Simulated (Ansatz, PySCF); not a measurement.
C3H10O3Sn, SMILES C[CH](C)[Sn]([OH])([OH])[OH]. Atoms are numbered in the order given.

```xyz
17

C     -1.8772    -1.7388    -0.7031
C     -1.7222    -0.2911    -0.2355
C     -2.2254     0.7372    -1.2494
Sn     0.3632     0.0961     0.2031
O      1.4281     0.2540    -1.4801
O      1.2280    -1.3622     1.2584
O      0.6817     1.7884     1.2144
H     -1.3319    -1.9168    -1.6444
H     -1.5047    -2.4561     0.0444
H     -2.9411    -1.9672    -0.8921
H     -2.2337    -0.1497     0.7306
H     -3.2914     0.5590    -1.4766
H     -1.6687     0.6720    -2.1981
H     -2.1320     1.7675    -0.8718
H      2.1932    -0.3387    -1.4485
H      1.6645    -0.9951     2.0411
H      1.3321     2.3335     0.7476
```

Coordinates come from a B3LYP-D3(BJ)/def2-SVP optimisation. The isomer is the one that the SMILES or the coordinates give; other isomers of the formula were not compared. The def2 effective core potentials stand for the cores of Sn; spin–orbit coupling is left out. The values are those of a single conformer.

Vertical ionisation energy (IE) and electron affinity (EA) in eV. Rows of orbital energies are one-electron estimates. Where ΔSCF, EOM or ADC give a negative EA the extra electron is unbound and the value depends on the basis.

```json
[
 {"level": "−ε(HOMO), −ε(LUMO), B3LYP/def2-TZVP (PySCF)", "IE": "?", "EA": "?"},
 {"level": "ΔSCF, PBE0/def2-SVPD (Ansatz), final states of multiplicity 2 and 2", "IE": "9.69", "EA": "-0.24"}
]
```

Fill in the missing entries. (Estimate from the structure and the level; the computed values follow.)


- −ε(HOMO), −ε(LUMO), B3LYP/def2-TZVP (PySCF), IE: 7.61
- −ε(HOMO), −ε(LUMO), B3LYP/def2-TZVP (PySCF), EA: 1.34

What vertical singlet–triplet gap does ΔSCF give with PBE0/def2-SVPD (Ansatz, a first-principles code)? (Estimate from the structure and the level; the computed values follow.)

4.94 eV (triplet above singlet where positive).
